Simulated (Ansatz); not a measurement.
The cluster Ca4O3. The state is a singlet with charge 0. Geometry r2SCAN-D4/def2-SVP, basis def2-TZVP, Ansatz.

```xyz
7

Ca    0.319   -2.497    1.604
Ca   -0.214    3.215   -2.013
Ca   -1.170   -0.256    0.068
Ca    1.790    0.854   -0.440
O    -0.182    1.477   -0.946
O    -1.549   -1.997    1.174
O     1.007   -0.797    0.553
```

```tsv
run	HOMO (eV)	LUMO (eV)
A	-3.08	-1.53
B	-2.85	-2.09
C	-2.66	-1.71
D	-3.72	-1.04
```

Another isomer (singlet) lies 1.12 eV lower at PBE0-D4/def2-TZVP; other spin states weren't run for this one.

**Question.** The runs used CAM-B3LYP, LDA (SPW92), PBE0, r2SCAN. Estimate which is which.

**Answer.** A PBE0 (25 % exact exchange); B LDA (SPW92) (0 % exact exchange); C r2SCAN (0 % exact exchange); D CAM-B3LYP (range-separated). Exact exchange lowers occupied and raises empty levels; among semilocal functionals meta-GGAs tend to open the gap a little, and such runs are hard to tell apart. The gap grows from 0.76 eV (LDA (SPW92)) to 2.69 eV (CAM-B3LYP). The restricted singlet is unstable towards broken spin symmetry in Hartree–Fock (as tested in another run); at PBE0-D4/def2-TZVP, LDA (SPW92)/def2-TZVP, r2SCAN-D4/def2-TZVP, CAM-B3LYP-D4/def2-TZVP this wasn't settled.
